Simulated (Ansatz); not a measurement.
Computed with frozen-core CCSD(T)/def2-TZVPP // PBE0-D4/def2-TZVP in Ansatz (a program for electronic structure).

Ansatz 0.2 input:
```yaml
crystal:
  periodic: [false, false, false]
  atoms:
    - { symbol: C, position_ang: [-1.003411, -0.02226, -0.10784] }
    - { symbol: In, position_ang: [1.139227, 0.023782, 0.100695] }
    - { symbol: H, position_ang: [-1.458411, 0.029224, 0.885246] }
    - { symbol: H, position_ang: [-1.333793, -0.947275, -0.581378] }
    - { symbol: H, position_ang: [-1.361496, 0.830294, -0.685812] }
    - { symbol: H, position_ang: [1.984335, 1.534146, 0.115486] }
    - { symbol: H, position_ang: [2.033547, -1.447911, 0.2736] }
basis:
  gaussian: { orbitals: def2-TZVPP }
correlation:
  method: ccsd_t
```

Output:

```
Functional definition: HF
1046 factors; integrals over basis functions are off by at most 9.7e-4 eV
mean field evaluation 1: about -6255.6415 eV, gradient 2.8e1 eV
mean field evaluation 2: about -6255.6425 eV, gradient 2.8e1 eV
mean field evaluation 4: about -6257.7306 eV, gradient 2.3e0 eV
mean field evaluation 8: about -6257.7572 eV, gradient 1.4e-1 eV
mean field evaluation 16: about -6257.7568 eV, gradient 4.6e-1 eV
mean field -6257.75734408 eV, -229.9683407348 hartree, gradient 4.0e-6 eV, S^2 0.000000; 0 other end points of the search recorded, 0 dependent functions left out
5 core orbitals not correlated
reference -6257.75734408 eV, -229.9683407348 hartree; 11, 11 occupied and 135, 135 virtual orbitals, 1046 factors
second order -13.16399729 eV of doubles, -0.00000000 eV of singles
cycle   1  -13.32786970 eV  change   -1.6e-1 eV  update   8.3e-2
cycle   2  -13.68899363 eV  change   -3.6e-1 eV  update   2.4e-2
cycle   3  -13.73889638 eV  change   -5.0e-2 eV  update   1.1e-2
cycle   4  -13.73386133 eV  change    5.0e-3 eV  update   2.6e-3
cycle   5  -13.73358191 eV  change    2.8e-4 eV  update   8.1e-4
cycle   6  -13.73351844 eV  change    6.3e-5 eV  update   2.2e-4
cycle   7  -13.73345376 eV  change    6.5e-5 eV  update   6.8e-5
cycle   8  -13.73346474 eV  change   -1.1e-5 eV  update   2.3e-5
perturbative correction -0.41770701 eV, -0.0153504494 hartree
Total energy: -6271.90851583 eV, -230.4883867044 hartree
```

Cost: around 40 core-seconds (rough).
